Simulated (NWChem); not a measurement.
Program: NWChem. System: H₃BOS₂, charge 1, spin multiplicity 2, at the geometry of a parent with another charge or spin, in a state set for the comparison that need not be this species' ground state. Its SCF solution wasn't tested for a lower state. Level: UPBE0/pcseg-2.

The NWChem input:

```
start mol
memory heap 200 mb stack 900 mb global 1100 mb
charge 1
geometry units angstroms nocenter noautoz
  B     -0.003973    -0.396921     0.000000
  O      0.001747    -1.750572     0.000000
  H     -0.865456    -2.164104     0.000000
  S     -1.499197     0.653116     0.000000
  H     -2.419703    -0.336569     0.000000
  S      1.630981     0.398079     0.000000
  H      1.182493     1.670738     0.000000
  symmetry group Cs
end
basis spherical
  * library pcseg-2
end
dft
  xc pbe0
  odft
  mult 2
  semidirect memsize 60000000 filesize 0
  iterations 100
end
task dft energy
```

Output (cleaned and shortened):

```
             Northwest Computational Chemistry Package (NWChem) 7.3.0
             --------------------------------------------------------

                                NWChem Input Module
                                -------------------

 Scaling coordinates for geometry "geometry" by  1.889725989
 (inverse scale =  0.529177249)

 Turning off AUTOSYM since
 SYMMETRY directive was detected!

                             Geometry "geometry" -> ""
                             -------------------------

 Output coordinates in angstroms (scale by  1.889725989 to convert to a.u.)

  No.       Tag          Charge          X              Y              Z
 ---- ---------------- ---------- -------------- -------------- --------------
    1 B                    5.0000    -0.00397300    -0.39692100     0.00000000
    2 O                    8.0000     0.00174700    -1.75057200     0.00000000
    3 H                    1.0000    -0.86545600    -2.16410400     0.00000000
    4 S                   16.0000    -1.49919700     0.65311600     0.00000000
    5 H                    1.0000    -2.41970300    -0.33656900     0.00000000
    6 S                   16.0000     1.63098100     0.39807900     0.00000000
    7 H                    1.0000     1.18249300     1.67073800     0.00000000

 Effective nuclear repulsion energy (a.u.)     188.2041579092

            Nuclear Dipole moment (a.u.)
            ----------------------------
        X                 Y               Z
 ---------------- ---------------- ----------------
    -0.0000207870     0.0000075589     0.0000000000

      Symmetry information
      --------------------

 Group name             Cs
 Group number              2
 Group order               2
 No. of unique centers     7

      Symmetry unique atoms

     1    2    3    4    5    6    7


 Summary of "ao basis" -> "" (spherical)
 ------------------------------------------------------------------------------
       Tag                 Description            Shells   Functions and Types
 ---------------- ------------------------------  ------  ---------------------
 *                          pcseg-2                   on all atoms

                                 NWChem DFT Module
                                 -----------------

 Summary of "ao basis" -> "ao basis" (spherical)
 ------------------------------------------------------------------------------
       Tag                 Description            Shells   Functions and Types
 ---------------- ------------------------------  ------  ---------------------
 B                          pcseg-2                 10       30   4s3p2d1f
 O                          pcseg-2                 10       30   4s3p2d1f
 H                          pcseg-2                  6       14   3s2p1d
 S                          pcseg-2                 12       34   5s4p2d1f

 Summary of "ao basis" -> "ao basis" (spherical)
 ------------------------------------------------------------------------------
       Tag                 Description            Shells   Functions and Types
 ---------------- ------------------------------  ------  ---------------------
 B                          pcseg-2                 10       30   4s3p2d1f
 O                          pcseg-2                 10       30   4s3p2d1f
 H                          pcseg-2                  6       14   3s2p1d
 S                          pcseg-2                 12       34   5s4p2d1f

      Symmetry analysis of basis
      --------------------------

        a'        116
        a"         54

            General Information
            -------------------
          SCF calculation type: DFT
          Wavefunction type:  spin polarized.
          No. of atoms     :     7
          No. of electrons :    47
           Alpha electrons :    24
            Beta electrons :    23
          Charge           :     1
          Spin multiplicity:     2
          Use of symmetry is: on ; symmetry adaption is: on
          Maximum number of iterations: 100
          AO basis - number of functions:   170
                     number of shells:    62
          Convergence on energy requested:  1.00D-06
          Convergence on density requested:  1.00D-05
          Convergence on gradient requested:  5.00D-04

              XC Information
              --------------
                         PBE0 Method XC Functional
                     Hartree-Fock (Exact) Exchange  0.250
          PerdewBurkeErnzerhof Exchange Functional  0.750
            Perdew 1991 LDA Correlation Functional  1.000 local
           PerdewBurkeErnz. Correlation Functional  1.000 non-local

             Grid Information
             ----------------
          Grid used for XC integration:  medium
          Radial quadrature: Mura-Knowles
          Angular quadrature: Lebedev.
          Tag              B.-S. Rad. Rad. Pts. Rad. Cut. Ang. Pts.
          ---              ---------- --------- --------- ---------
          B                   0.85       49          10.0       434
          O                   0.60       49          11.0       434
          H                   0.35       45          12.0       434
          S                   1.00       88          12.0       590
          Grid pruning is: on
          Number of quadrature shells:   409
          Spatial weights used:  Erf1

          Convergence Information
          -----------------------
          Convergence aids based upon iterative change in
          total energy or number of iterations.
          Levelshifting, if invoked, occurs when the
          HOMO/LUMO gap drops below (HL_TOL):  1.00D-02
[...]
     3     -0.388817  1 B  s                110      0.386202  5 H  s
   158      0.375376  7 H  s                  4     -0.371783  1 B  s
   127     -0.313646  6 S  s                135     -0.289996  6 S  py

 Vector   27  Occ=0.000000D+00  E=-1.856679D-01  Symmetry=a'
              MO Center= -3.7D-01,  1.8D-01,  7.3D-16, r^2= 6.1D+00
   Bfn.  Coefficient  Atom+Function         Bfn.  Coefficient  Atom+Function
  ----- ------------  ---------------      ----- ------------  ---------------
   111      0.769342  5 H  s                 79     -0.586274  4 S  s
   159     -0.562944  7 H  s                138      0.538927  6 S  py
     9      0.410983  1 B  py               158     -0.402498  7 H  s
   110      0.387307  5 H  s                 34      0.344012  2 O  s
    11      0.286669  1 B  px               135      0.277872  6 S  py

                     DFT Final Beta Molecular Orbital Analysis
                     -----------------------------------------

 Vector   21  Occ=1.000000D+00  E=-5.938814D-01  Symmetry=a'
              MO Center=  5.1D-01,  3.1D-01, -1.2D-15, r^2= 4.1D+00
   Bfn.  Coefficient  Atom+Function         Bfn.  Coefficient  Atom+Function
  ----- ------------  ---------------      ----- ------------  ---------------
   134      0.384998  6 S  px               127      0.224131  6 S  s
    87      0.221011  4 S  py                79      0.201782  4 S  s
   126      0.199867  6 S  s                 78      0.184947  4 S  s
   128     -0.185028  6 S  px               131      0.177392  6 S  px
   110     -0.167441  5 H  s                125     -0.139570  6 S  s

 Vector   22  Occ=1.000000D+00  E=-5.544400D-01  Symmetry=a'
              MO Center= -3.5D-01, -2.1D-01,  4.1D-16, r^2= 3.9D+00
   Bfn.  Coefficient  Atom+Function         Bfn.  Coefficient  Atom+Function
  ----- ------------  ---------------      ----- ------------  ---------------
    87      0.326212  4 S  py               134     -0.236824  6 S  px
    35     -0.228539  2 O  px                86     -0.215693  4 S  px
    38     -0.195798  2 O  px                36      0.162611  2 O  py
     5      0.156259  1 B  px                81     -0.150956  4 S  py
    84      0.143842  4 S  py                39      0.141264  2 O  py

 Vector   23  Occ=1.000000D+00  E=-5.019634D-01  Symmetry=a"
              MO Center= -1.8D-01,  2.3D-02,  1.7D-15, r^2= 3.6D+00
   Bfn.  Coefficient  Atom+Function         Bfn.  Coefficient  Atom+Function
  ----- ------------  ---------------      ----- ------------  ---------------
    88      0.369700  4 S  pz               136      0.301840  6 S  pz
    37     -0.241430  2 O  pz                40     -0.206483  2 O  pz
    91      0.186418  4 S  pz                82     -0.169238  4 S  pz
    85      0.160166  4 S  pz                43     -0.146420  2 O  pz
   139      0.145984  6 S  pz               130     -0.139259  6 S  pz

 Vector   24  Occ=0.000000D+00  E=-4.281207D-01  Symmetry=a"
              MO Center=  2.6D-01,  4.8D-01, -1.4D-16, r^2= 3.8D+00
   Bfn.  Coefficient  Atom+Function         Bfn.  Coefficient  Atom+Function
  ----- ------------  ---------------      ----- ------------  ---------------
   136      0.440482  6 S  pz                88     -0.386473  4 S  pz
   139      0.244948  6 S  pz                91     -0.214782  4 S  pz
   130     -0.199699  6 S  pz               133      0.191237  6 S  pz
    82      0.173695  4 S  pz                85     -0.165424  4 S  pz
    22     -0.042966  1 B  d  1

 Vector   25  Occ=0.000000D+00  E=-2.095221D-01  Symmetry=a'
              MO Center= -3.2D-01,  5.3D-01, -2.4D-15, r^2= 5.9D+00
   Bfn.  Coefficient  Atom+Function         Bfn.  Coefficient  Atom+Function
  ----- ------------  ---------------      ----- ------------  ---------------
   159      0.680291  7 H  s                 89      0.588006  4 S  px
   111      0.560423  5 H  s                138     -0.512499  6 S  py
     3     -0.435947  1 B  s                  4     -0.380885  1 B  s
   110      0.375018  5 H  s                158      0.350820  7 H  s
   127     -0.284326  6 S  s                135     -0.283156  6 S  py

 Vector   26  Occ=0.000000D+00  E=-2.063740D-01  Symmetry=a"
              MO Center=  8.6D-03, -1.6D-01,  7.6D-15, r^2= 3.0D+00
   Bfn.  Coefficient  Atom+Function         Bfn.  Coefficient  Atom+Function
  ----- ------------  ---------------      ----- ------------  ---------------
    10      0.676051  1 B  pz                 7      0.398339  1 B  pz
    91     -0.309976  4 S  pz               139     -0.306435  6 S  pz
    13      0.276688  1 B  pz                43     -0.269858  2 O  pz
   136     -0.208369  6 S  pz                88     -0.206294  4 S  pz
    37     -0.196523  2 O  pz                40     -0.170731  2 O  pz

   alpha - beta orbital overlaps
   -----------------------------

   alpha      1      2      3      4      5      6      7      8      9     10
    beta      1      2      3      4      5      6      9      7      8     12
 overlap   1.000  1.000  1.000  1.000  1.000  1.000  1.000  1.000  1.000  1.000

   alpha     11     12     13     14     15     16     17     18     19     20
    beta     10     11     13     14     15     16     17     18     19     20
 overlap   1.000  1.000  1.000  0.994  0.994  1.000  0.999  0.997  0.997  0.949

   alpha     21     22     23     24     25     26     27     28     29     30
    beta     21     22     23     24     26     25     27     28     29     30
 overlap   0.998  0.999  0.742  0.796  0.993  0.999  0.999  0.996  0.992  0.978

   alpha     31     32     33     34     35     36     37     38     39     40
    beta     31     32     33     34     35     36     37     38     39     41
 overlap   0.977  0.998  0.992  0.942  0.950  0.989  0.987  0.987  0.996  0.994

   alpha     41     42     43     44     45     46     47     48     49     50
    beta     40     42     43     44     45     46     48     47     49     50
 overlap   0.999  0.999  0.999  0.992  0.992  0.999  0.998  1.000  0.994  0.999

   alpha     51     52     53     54     55     56     57     58     59     60
    beta     51     52     53     54     55     56     57     58     59     60
 overlap   0.997  0.996  0.993  0.928  0.934  0.997  0.997  0.996  0.991  0.989

   alpha     61     62     63     64     65     66     67     68     69     70
    beta     61     62     63     64     65     66     67     68     69     70
 overlap   0.989  0.989  0.993  0.998  0.997  0.997  0.996  0.994  0.993  0.996

   alpha     71     72     73     74     75     76     77     78     79     80
    beta     71     72     73     74     75     76     77     78     79     80
 overlap   0.999  1.000  1.000  1.000  1.000  0.999  0.999  0.999  1.000  1.000

   alpha     81     82     83     84     85     86     87     88     89     90
    beta     81     82     83     85     84     86     87     88     89     90
 overlap   1.000  0.998  0.943  0.949  0.997  0.987  0.993  0.997  0.994  0.987

   alpha     91     92     93     94     95     96     97     98     99    100
    beta     91     92     93     94     95     96     97     98     99    100
 overlap   0.983  0.936  0.943  0.979  0.980  0.990  0.998  0.997  0.997  0.993

   alpha    101    102    103    104    105    106    107    108    109    110
    beta    101    102    103    104    105    106    107    108    109    110
 overlap   0.993  0.997  0.998  0.999  1.000  0.999  1.000  1.000  1.000  0.997

   alpha    111    112    113    114    115    116    117    118    119    120
    beta    111    112    113    114    115    116    117    118    119    120
 overlap   0.991  0.993  0.999  0.998  0.999  1.000  0.999  1.000  0.999  1.000

   alpha    121    122    123    124    125    126    127    128    129    130
    beta    121    122    123    124    125    126    127    128    129    130
 overlap   1.000  0.999  0.999  1.000  0.998  1.000  0.998  1.000  0.993  0.992

   alpha    131    132    133    134    135    136    137    138    139    140
    beta    131    132    133    134    135    136    137    138    139    140
 overlap   0.999  0.999  1.000  1.000  1.000  0.999  1.000  1.000  1.000  1.000

   alpha    141    142    143    144    145    146    147    148    149    150
    beta    141    142    143    144    145    146    147    148    149    150
 overlap   1.000  1.000  1.000  1.000  1.000  1.000  1.000  0.998  0.998  1.000

   alpha    151    152    153    154    155    156    157    158    159    160
    beta    151    152    153    154    155    156    157    158    159    160
 overlap   1.000  0.990  0.990  1.000  1.000  1.000  1.000  1.000  1.000  1.000

   alpha    161    162    163    164    165    166    167    168    169    170
    beta    161    162    163    164    165    166    167    168    169    170
 overlap   1.000  1.000  1.000  1.000  1.000  1.000  1.000  1.000  1.000  1.000

     --------------------------
     Expectation value of S2:
     --------------------------
      <S2> =      0.7663 (Exact =     0.7500)

 center of mass
 --------------
 x =   0.04179740 y =   0.00809172 z =   0.00000000

 moments of inertia (a.u.)
 ------------------
         275.332968942516          21.027398440043           0.000000000000
          21.027398440043         588.969079488442           0.000000000000
           0.000000000000           0.000000000000         864.302048430958

     Multipole analysis of the density
     ---------------------------------

     L   x y z        total         alpha         beta         nuclear
     -   - - -        -----         -----         ----         -------
     0   0 0 0      1.000000    -24.000000    -23.000000     48.000000

     1   1 0 0     -0.671966     -0.596426     -0.075519     -0.000021
     1   0 1 0      0.356441     -0.364636      0.721069      0.000008
     1   0 0 1     -0.000000     -0.000000     -0.000000      0.000000

     2   2 0 0    -15.060487   -167.302497   -156.745830    308.987841
     2   1 1 0      5.109122      3.747271      3.618247     -2.256397
     2   1 0 1     -0.000000     -0.000000     -0.000000      0.000000
     2   0 2 0    -21.138477    -86.765775    -85.257949    150.885247
     2   0 1 1      0.000000      0.000000      0.000000      0.000000
     2   0 0 2    -26.254093    -14.491146    -11.762947      0.000000

 Task  times  cpu:       10.8s     wall:       10.8s

 Total times  cpu:       10.8s     wall:       10.8s
```
